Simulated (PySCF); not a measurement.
This PySCF input asks for the NMR shieldings of `CC[Si@@H]1O[C@H](OC)C=C1F`, C$_{6}$H$_{11}$FO$_{2}$Si; the geometry comes from GFN2-xTB.

```python
import basis_set_exchange as bse
import numpy as np
from pyscf import gto, dft
from pyscf.prop import nmr

atoms = """
C    -3.329052    0.479944    0.450836
C    -1.859786    0.525116    0.860140
Si   -0.828062   -0.821858    0.015944
O     0.749362   -0.830797    0.472927
C     1.688198   -0.544049   -0.531784
O     2.386671    0.622067   -0.248067
C     3.180834    0.547706    0.918629
C     0.992962   -0.372530   -1.850105
C    -0.326586   -0.459557   -1.773170
F    -1.129175   -0.322570   -2.843538
H    -3.769031   -0.478682    0.713192
H    -3.433864    0.615570   -0.622281
H    -3.893316    1.263724    0.952414
H    -1.453175    1.512679    0.628101
H    -1.788226    0.407938    1.942733
H    -1.332440   -2.184688    0.182014
H     2.386023   -1.404729   -0.561799
H     2.566032    0.329834    1.795450
H     3.651632    1.522160    1.024375
H     3.947276   -0.229010    0.815311
H     1.584801   -0.161325   -2.722982
"""
names = dict.fromkeys(["C", "Si", "O", "F", "H"], "pcSseg-1")
basis = {el: gto.basis.parse(bse.get_basis(n, elements=[el], fmt="nwchem")) for el, n in names.items()}
mol = gto.M(atom=atoms, basis=basis, charge=0, verbose=0)
mf = dft.RKS(mol, xc="PBE0")
mf.grids.level = 2
mf.grids.alignment = dft.numint.BLKSIZE   # the property module wants whole blocks of grid points
mf.conv_tol = 1e-9
mf.kernel()

calc = nmr.RKS(mf)   # GIAO
C = mf.mo_coeff
Co = C[:, mf.mo_occ > 0]
resp = mf.gen_response(singlet=True, hermi=2)
def vind(x):   # induced exchange potential for any number of trial vectors
    d = np.einsum("pi,xij,qj->xpq", C, 2 * x.reshape(-1, C.shape[1], Co.shape[1]), Co, optimize=True)
    return np.einsum("xpq,pi,qj->xij", resp(d - d.transpose(0, 2, 1)), C, Co, optimize=True).ravel()
mo1, _ = nmr.rhf.solve_mo1(calc, with_cphf=vind)
sigma = calc.kernel(mo1)
for i, s in enumerate(sigma):   # ppm
    print("%2d %-2s %9.2f" % (i, mol.atom_pure_symbol(i), np.trace(s) / 3))
```

Problem. What are the results?

Solution. 
```
 0 C     180.53
 1 C     173.72
 2 Si    354.39
 3 O     262.29
 4 C      81.45
 5 O     250.38
 6 C     129.75
 7 C      54.59
 8 C       4.29
 9 F     306.46
10 H      30.79
11 H      30.77
12 H      30.35
13 H      30.60
14 H      30.55
15 H      26.52
16 H      25.97
17 H      27.65
18 H      27.96
19 H      28.51
20 H      25.47
```

These numbers come from an equivalent density-fitted implementation of the same equations, which agrees with the script to about 0.01 ppm for H and up to a few tenths of a ppm for heavy atoms, so last digits may differ.

Problem. Turn these shieldings into chemical shifts. Referencing at the same level of theory: ¹³C (σref 186.93) and ²⁹Si (σref 349.16) and ¹H (σref 31.72) vs TMS; H2O for ¹⁷O (σref 336.08); ¹⁹F (σref 170.95) vs CFCl3.

Solution. Averaging equivalent atoms: C 8: 182.6; C 7: 132.3; C 4: 105.5; C 6: 57.2; C 1: 13.2; C 0: 6.4; Si 2: -5.2; O 5: 85.7; O 3: 73.8; F 9: -135.5; H 20: 6.24; H 16: 5.75; H 15: 5.20; H 17/18/19: 3.68; H 14: 1.17; H 13: 1.12; H 10/11/12: 1.08 ppm. Unscaled 19F shifts against computed CFCl3 carry errors that often reach 10 to 50 ppm. Experimental scales use liquid or dissolved standards, which lie at an offset from isolated H2O (liquid H2O: subtract about 36 ppm).

Size and cost of the density-fitted run: 232 basis functions, 93 s wall time on 1 thread of an Arm Neoverse N1, shared host; peak memory 1.1 GiB.
